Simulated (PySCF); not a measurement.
C2H7AlFNSe, singlet, geometry from GFN2-xTB (such geometries of metal compounds can be far from the true shape); CASSCF(4,3)/STO-3G (PySCF).

Here is a job for PySCF.
```python
from pyscf import gto, scf, mcscf
import numpy

mol = gto.M(
    atom='''
Al    0.578936   -0.348002   -0.101082
F     2.076927   -0.839270   -0.583281
N    -0.362318   -1.457706    0.943568
C    -1.656885   -1.212852    1.547421
C     0.160595   -2.771538    1.282100
H    -2.399380   -1.937671    1.194184
H    -1.599155   -1.288565    2.639087
H    -1.999640   -0.209457    1.289480
H     0.276560   -2.880992    2.365814
H    -0.508306   -3.563282    0.927339
H     1.134912   -2.898300    0.810782
Se   -0.236660    1.693132   -0.763642
H    -1.563086    1.399534   -0.281362
''',
    basis='sto-3g',
    charge=0,
    spin=0,
    verbose=4,
)

mf = scf.RHF(mol)
mf.kernel()
mc = mcscf.CASSCF(mf, 3, 4)
mc.fix_spin_(ss=0.0)
mc = mc.newton()
mc.kernel()
occ = numpy.linalg.eigvalsh(mc.fcisolver.make_rdm1(mc.ci, mc.ncas, mc.nelecas))[::-1]
ss = mc.fcisolver.spin_square(mc.ci, mc.ncas, mc.nelecas)[0]
print('natural occupations', occ.round(4), ' <S^2>', round(ss, 4))
```

Output, abridged:

```
PySCF version 2.14.0

[INPUT] verbose = 4
[INPUT] num. atoms = 13
[INPUT] num. electrons = 82
[INPUT] charge = 0
[INPUT] spin (= nelec alpha-beta = 2S) = 0
[INPUT] symmetry False subgroup None
[INPUT] Mole.unit = angstrom
[INPUT] Symbol           X                Y                Z      unit          X                Y                Z       unit  Magmom
[INPUT]  1 Al     0.578936000000  -0.348002000000  -0.101082000000 AA    1.094030483651  -0.657628470801  -0.191017296123 Bohr   0.0
[INPUT]  2 F      2.076927000000  -0.839270000000  -0.583281000000 AA    3.924823210715  -1.585990444564  -1.102241343662 Bohr   0.0
[INPUT]  3 N     -0.362318000000  -1.457706000000   0.943568000000 AA   -0.684681790000  -2.754665110135   1.783085099904 Bohr   0.0
[INPUT]  4 C     -1.656885000000  -1.212852000000   1.547421000000 AA   -3.131058869900  -2.291958109631   2.924201889401 Bohr   0.0
[INPUT]  5 C      0.160595000000  -2.771538000000   1.282100000000 AA    0.303480566975  -5.237447763825   2.422817864305 Bohr   0.0
[INPUT]  6 H     -2.399380000000  -1.937671000000   1.194184000000 AA   -4.534171068759  -3.661667509512   2.256680702338 Bohr   0.0
[INPUT]  7 H     -1.599155000000  -1.288565000000   2.639087000000 AA   -3.021964980729  -2.435034943700   4.987151648900 Bohr   0.0
[INPUT]  8 H     -1.999640000000  -0.209457000000   1.289480000000 AA   -3.778771947725  -0.395816364873   2.436764043104 Bohr   0.0
[INPUT]  9 H      0.276560000000  -2.880992000000   2.365814000000 AA    0.522622657010  -5.444285847063   4.470740521662 Bohr   0.0
[INPUT] 10 H     -0.508306000000  -3.563282000000   0.927339000000 AA   -0.960559127473  -6.733627084592   1.752416734628 Bohr   0.0
[INPUT] 11 H      1.134912000000  -2.898300000000   0.810782000000 AA    2.144672855482  -5.476993226827   1.532155926727 Bohr   0.0
[INPUT] 12 Se    -0.236660000000   1.693132000000  -0.763642000000 AA   -0.447222584640   3.199555772737  -1.443074237215 Bohr   0.0
[INPUT] 13 H     -1.563086000000   1.399534000000  -0.281362000000 AA   -2.953804449142   2.644735962017  -0.531697121860 Bohr   0.0

nuclear repulsion = 491.962834520765
number of shells = 32
number of NR pGTOs = 162
number of NR cGTOs = 54
basis = sto-3g
ecp = {}

******** <class 'pyscf.scf.hf.RHF'> ********
method = RHF
initial guess = minao
damping factor = 0
level_shift factor = 0
DIIS = <class 'pyscf.scf.diis.CDIIS'>
diis_start_cycle = 1
diis_space = 8
diis_damp = 0
SCF conv_tol = 1e-09
SCF conv_tol_grad = None
SCF max_cycles = 50
direct_scf = True
direct_scf_tol = 1e-13
Set gradient conv threshold to 3.16228e-05
Initial guess from minao.
init E= -2840.26616452705
  HOMO = -0.308419437395583  LUMO = -0.0618292093791237  gap/eV = 6.71006
cycle= 1 E= -2843.22170002103  delta_E= -2.96  |g|= 0.568  |ddm|= 4.31
  HOMO = -0.196985510646924  LUMO = 0.319918181543529  gap/eV = 14.06567
cycle= 2 E= -2843.36869871236  delta_E= -0.147  |g|= 0.122  |ddm|= 1.16
  HOMO = -0.244889006355581  LUMO = 0.340002082620848  gap/eV = 15.91570
cycle= 3 E= -2843.37467240759  delta_E= -0.00597  |g|= 0.0332  |ddm|= 0.21
  HOMO = -0.251507018450105  LUMO = 0.335378111672726  gap/eV = 15.96996
cycle= 4 E= -2843.37527945645  delta_E= -0.000607  |g|= 0.00795  |ddm|= 0.0698
  HOMO = -0.252963209985695  LUMO = 0.334171016699857  gap/eV = 15.97674
cycle= 5 E= -2843.37532633885  delta_E= -4.69e-05  |g|= 0.00246  |ddm|= 0.0218
  HOMO = -0.252552826333718  LUMO = 0.334494069728134  gap/eV = 15.97436
cycle= 6 E= -2843.37533051607  delta_E= -4.18e-06  |g|= 0.00057  |ddm|= 0.00615
  HOMO = -0.252674309826483  LUMO = 0.334434759463383  gap/eV = 15.97605
cycle= 7 E= -2843.37533080805  delta_E= -2.92e-07  |g|= 9.82e-05  |ddm|= 0.00194
  HOMO = -0.25266398849922  LUMO = 0.334426877798803  gap/eV = 15.97556
cycle= 8 E= -2843.37533081754  delta_E= -9.49e-09  |g|= 2.39e-05  |ddm|= 0.000319
  HOMO = -0.25266206163058  LUMO = 0.334429424776384  gap/eV = 15.97557
cycle= 9 E= -2843.37533081808  delta_E= -5.32e-10  |g|= 4.28e-06  |ddm|= 8.15e-05
  HOMO = -0.252661673442839  LUMO = 0.334430137917522  gap/eV = 15.97558
Extra cycle  E= -2843.37533081809  delta_E= -1.41e-11  |g|= 1.7e-06  |ddm|= 9.23e-06
converged SCF energy = -2843.37533081809

******** <class 'pyscf.mcscf.newton_casscf.CASSCF'> ********
CAS (2e+2e, 3o), ncore = 39, nvir = 12
max_cycle_macro = 50
max_cycle_micro = 10
conv_tol = 1e-07
conv_tol_grad = None
orbital rotation max_stepsize = 0.03
augmented hessian ah_max_cycle = 30
augmented hessian ah_conv_tol = 1e-12
augmented hessian ah_linear dependence = 1e-14
augmented hessian ah_level shift = 1e-08
augmented hessian ah_start_tol = 500
augmented hessian ah_start_cycle = 3
augmented hessian ah_grad_trust_region = 3
kf_trust_region = 3
kf_interval = 5
natorb = False
canonicalization = True
internal_rotation = False
******** <class 'pyscf.fci.addons.SpinPenaltyFCISolver'> ********
max. cycles = 50
conv_tol = 1e-08
davidson only = True
linear dependence = 1e-12
level shift = 0.001
max iter space = 12
nroots = 1
pspace_size = 400
spin = None

WARN: SO-CASSCF (Second order CASSCF) is an experimental feature. Its performance is bad for large systems.

CASCI E = -2843.37556683992  dE = -2843.3756  S^2 = 0.0000000
Set conv_tol_grad to 0.000316228
macro 1 (9 JK  6 micro), CASSCF E = -2843.37562589988  dE = -5.906e-05  |grad|=0.00157  S^2 = 0.0000000
macro 2 (10 JK  6 micro), CASSCF E = -2843.37662424972  dE = -0.0009983  |grad|=0.00423  S^2 = 0.0000000
macro 3 (10 JK  6 micro), CASSCF E = -2843.37939726171  dE = -0.002773  |grad|=0.0114  S^2 = 0.0000000
macro 4 (11 JK  7 micro), CASSCF E = -2843.38163372799  dE = -0.002236  |grad|=0.0119  S^2 = 0.0000000
macro 5 (10 JK  6 micro), CASSCF E = -2843.38326749333  dE = -0.001634  |grad|=0.00786  S^2 = 0.0000000
macro 6 (11 JK  7 micro), CASSCF E = -2843.38444361055  dE = -0.001176  |grad|=0.00386  S^2 = 0.0000000
macro 7 (10 JK  6 micro), CASSCF E = -2843.38475453017  dE = -0.0003109  |grad|=0.0025  S^2 = 0.0000000
macro 8 (11 JK  7 micro), CASSCF E = -2843.38488865637  dE = -0.0001341  |grad|=0.00248  S^2 = 0.0000000
macro 9 (11 JK  7 micro), CASSCF E = -2843.38500759297  dE = -0.0001189  |grad|=0.002  S^2 = 0.0000000
macro 10 (11 JK  7 micro), CASSCF E = -2843.38504790397  dE = -4.031e-05  |grad|=0.0022  S^2 = 0.0000000
macro 11 (11 JK  7 micro), CASSCF E = -2843.38510179659  dE = -5.389e-05  |grad|=0.00186  S^2 = 0.0000000
macro 12 (11 JK  7 micro), CASSCF E = -2843.38514064179  dE = -3.885e-05  |grad|=0.000857  S^2 = 0.0000000
macro 13 (7 JK  3 micro), CASSCF E = -2843.38514661778  dE = -5.976e-06  |grad|=0.000502  S^2 = 0.0000000
macro 14 (6 JK  2 micro), CASSCF E = -2843.38514841306  dE = -1.795e-06  |grad|=0.0003  S^2 = 0.0000000
macro 15 (8 JK  4 micro), CASSCF E = -2843.38514976289  dE = -1.35e-06  |grad|=0.000156  S^2 = 0.0000000
macro 16 (10 JK  7 micro), CASSCF E = -2843.38514990658  dE = -1.437e-07  |grad|=0.000158  S^2 = 0.0000000
macro 17 (1 JK  0 micro), CASSCF E = -2843.38514990658  dE = -5.912e-12  |grad|=2.6e-05  S^2 = 0.0000000
newton CASSCF converged in 17 macro (31 KF 127 Hx) steps
CASSCF canonicalization
Density matrix diagonal elements [1.98690586 1.99918724 0.0139069 ]
CASSCF energy = -2843.38514990658
CASCI E = -2843.38514990658  E(CI) = -4.03800722516507  S^2 = 0.0000000
natural occupations [1.9996 1.9871 0.0133]  <S^2> 0.0
```
